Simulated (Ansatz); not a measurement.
System: C5H9 (charge 0, doublet). It need not be the lowest isomer of its formula. SMILES: C(=C/C)/[CH]C
Coordinates optimised at B3LYP-D3(BJ)/def2-TZVP (Ansatz, a quantum-chemistry and plane-wave program):
```
C
C 1 1.3783
H 2 1.0850 1 119.01
C 1 1.3866 2 126.16 3 0.02
H 4 1.0827 1 117.96 2 -179.84
H 1 1.0873 2 117.01 3 -179.97
C 2 1.4900 3 116.86 1 180.00
H 7 1.0912 2 111.53 3 -180.00
H 7 1.0957 8 107.96 2 122.81
H 7 1.0957 8 107.96 9 114.38
C 4 1.4941 5 117.83 1 -179.85
H 11 1.0894 4 111.42 5 -1.60
H 11 1.0954 12 107.72 4 122.82
H 11 1.0958 12 107.66 13 114.43
```
Charge 0, spin multiplicity 2.

Property: atomisation energy (electronic, to ground-state atoms), in eV. Valence correlation only, unless marked. Open shells are spin-unrestricted. Spin-orbit coupling is left out. Non-relativistic. The coupled-cluster limit lacks core correlation, which all-electron functionals hold. CBS marks a two-point X^-3 extrapolation of the correlation energy; Hartree-Fock from the larger set.

```csv
level,program,atomisation energy (eV),minus last row
HF/cc-pVDZ,Ansatz,44.42,-14.39
PBE/def2-TZVPD,Ansatz,60.12,1.31
BLYP/def2-TZVPD,Ansatz,58.37,-0.44
revPBE-D4/def2-TZVPD,Ansatz + dftd4,59.10,0.29
PBE0/6-31G*,Ansatz,59.54,0.73
PBE0/def2-TZVP,Ansatz,59.38,0.57
HSE06-D3(BJ)/def2-TZVPD,Ansatz + dftd3,59.62,0.81
HSE06/def2-TZVPD,Ansatz,59.45,0.64
LC-wPBE/def2-TZVPD,Ansatz,59.00,0.19
RPA@PBE/cc-pVTZ,Ansatz,55.14,-3.67
MP2/6-31G*,Ansatz,54.42,-4.39
MP2/cc-pVDZ,Ansatz,55.26,-3.55
MP2/cc-pVQZ,Ansatz,58.67,-0.14
"MP2/CBS(cc-pVTZ,cc-pVQZ)",Ansatz,59.17,0.36
SCS-MP2/STO-3G,Ansatz,60.41,1.60
SCS-MP2/cc-pVDZ,Ansatz,54.88,-3.93
CCSD/6-31G,Ansatz,51.55,-7.26
CCSD/6-31G*,Ansatz,53.75,-5.06
CCSD/cc-pVTZ,Ansatz,56.87,-1.94
CCSD(T)/6-31G*,Ansatz,54.22,-4.59
"CCSD(T)/CBS(cc-pVTZ,cc-pVQZ)",Ansatz,58.81,0.00
```

The UHF reference is spin-contaminated (<S^2> 0.20 over the pure value in the largest basis).
